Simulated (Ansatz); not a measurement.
```xyz
13

C     0.1266   -1.1639    1.6021
O     0.8623   -0.3854    0.6893
Si    0.2268    0.3041   -0.6488
N    -0.8916    1.5655   -0.4541
O    -0.5326   -0.9231   -1.4271
O     1.4952    0.9687   -1.4319
H    -0.3372   -2.0242    1.1093
H    -0.6579   -0.5719    2.0885
H     0.8092   -1.5262    2.3730
H    -0.5915    2.4927   -0.2058
H    -1.8504    1.3938   -0.2071
H    -1.0023   -0.6871   -2.2279
H     2.3434    0.5572   -1.2597
```

The species carries charge 0 and has multiplicity 1.

(1) List the B3LYP/def2-TZVPP orbital energies in eV (Ansatz). (Estimate.)

Answers

(1) Computed: Occupied: -1799.80, -520.35, -520.30, -520.18, -388.88, -277.95, -144.09, -99.45, -99.44, -99.41, -27.95, -27.12, -27.07, -23.08, -18.62, -15.41, -14.38, -13.37, -13.24, -12.41, -12.12, -11.92, -10.46, -9.89, -9.32, -8.78, -8.68, -8.10, -7.26. Lowest empty: 0.30, 1.29, 1.45, 1.80, 2.45, 2.74, 3.19, 3.37.

B3LYP here is the variant with VWN-RPA as its local correlation; programs differ in this.
